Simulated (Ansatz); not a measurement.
Computed with Ansatz on PBE0-D4/def2-TZVP structures; ΔE is electronic, products minus reactants. CBS: MP2 limit from def2 TZ/QZ plus the TZ coupled-cluster correction, frozen cores. This one scheme is used for every species. Functionals use def2-TZVPP. B3LYP here is the variant with VWN-RPA as its local correlation; programs differ in this. One conformer a species, not always the lowest.

Consider the ligand exchange at a B–C bond: `BC(=N)F` + `C=C(S)Cl` → `BSC(=C)Cl` + `N=CF`.

Q: Is it downhill or uphill in electronic energy at CCSD(T)/CBS, and by how much? (Estimate.)

A: Computed: Downhill: ΔE = -23.1 kcal/mol.

Q: What do these levels give: ωB97X-V, ωB97M-V, B3LYP, r2SCAN0, HF/def2-SVP, MP2/CBS(def2)? (Best estimate.)

A: The calculation gave: ωB97X-V -22.4, ωB97M-V -22.8, B3LYP -22.2, r2SCAN0 -24.0, HF/def2-SVP -20.9, MP2/CBS(def2) -24.4 kcal/mol.

Largest T1 diagnostic among the species: 0.014.

Leaving LDA and LC-ωPBE aside and taking each functional with its dispersion term where it has one, the values, not all of them listed here, spread over 2.1 kcal/mol, from PBE-D4 to ωB97X-V. LDA lies −1.7 kcal/mol from PBE without D4. In def2-TZVPP, CCSD(T) changes the Hartree–Fock value by −3.5 kcal/mol (the triples alone add −0.8 kcal/mol) and MP2 by −4.8 kcal/mol.
